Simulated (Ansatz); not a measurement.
def2 core potentials replace the inner electrons of Bi.

Species: C3H7BiO2, SMILES `C=C[CH2][Bi]([OH])[OH]` with one electron removed (charge 1, multiplicity 2).

Q: Give a relaxed geometry from PBE0-D3(BJ)/def2-SVP run with Ansatz (an electronic-structure program).

A: One answer among several that fit: the end point of this relaxation, one of several conformers (outside a Z-matrix the atoms follow the SMILES, hydrogens last).
Cartesian coordinates (Å) in one orientation:
```xyz
13

C      2.375    -0.640     0.205
C      1.029    -0.613     0.525
C      0.348     0.554     0.915
Bi    -0.969     1.126    -1.231
O     -1.282    -0.896    -1.462
O     -2.690     1.631    -0.244
H      2.988     0.267     0.232
H      2.870    -1.578    -0.058
H      0.455    -1.544     0.462
H     -0.612     0.467     1.439
H      0.910     1.480     1.091
H     -2.121    -1.171    -1.862
H     -3.303     0.917    -0.011
```
